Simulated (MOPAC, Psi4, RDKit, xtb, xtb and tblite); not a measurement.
Two geometries of SMILES [SiH3][SiH2][SiH2]B(O)O, relaxed at GFN2-xTB with one dihedral held; other torsions can differ between them too.

Structure A

```
15

O      2.6837     0.3752    -0.3527
B      1.3934     0.3230     0.0601
O      0.3767     0.8634    -0.6581
Si     0.8961    -0.8154     1.5748
Si     0.0849    -2.8335     0.7231
Si    -0.4121    -2.7422    -1.5366
H      2.8645     0.6883    -1.2427
H      0.5872     1.3315    -1.4702
H      1.9896    -1.0908     2.5231
H     -0.1565    -0.2443     2.4355
H     -1.1032    -3.3038     1.4558
H      1.0420    -3.9353     0.9380
H     -1.5515    -1.8720    -1.8410
H     -0.7047    -4.0143    -2.2029
H      0.7173    -2.1789    -2.2954
```

Structure B

```
15

O      2.4655     0.3041    -0.9789
B      1.4826     0.2998    -0.0100
O      1.2510     1.3988     0.7371
Si     0.1800    -1.1667     0.1048
Si    -1.3285    -0.8560    -1.6574
Si    -0.5432     0.6136    -3.2667
H      2.3716     0.8263    -1.7688
H      1.8168     2.1628     0.5955
H      0.7407    -2.5204    -0.0545
H     -0.5753    -1.2506     1.3654
H     -2.6317    -0.3508    -1.1887
H     -1.6938    -2.1181    -2.3222
H     -0.0072     1.8342    -2.6334
H     -1.4866     1.1065    -4.2706
H      0.5921     0.0779    -4.0293
```

Q: Which is lower in energy at the level PBE0-D3(BJ)/def2-TZVP // GFN2-xTB in Psi4, and by how much?

A: A is lower, by 5.79 kcal/mol (dihedral H7–O1–B2–Si4: 160° in A, 100° in B).

E(B) − E(A) in kcal/mol at the other levels, on the same two geometries: GFN2-xTB (xtb and tblite) 8.39; PBE0/def2-TZVP // GFN2-xTB (Psi4) 5.97; PBE/def2-TZVP // GFN2-xTB (Psi4) 5.80; PBE-D3(BJ)/def2-TZVP // GFN2-xTB (Psi4) 5.59; UFF // GFN2-xTB (RDKit) -8.35; PM3, restricted, heats of formation // GFN2-xTB (MOPAC) 8.72; PM7, restricted, heats of formation // GFN2-xTB (MOPAC) 6.86; GFN1-xTB // GFN2-xTB (xtb) 7.29.
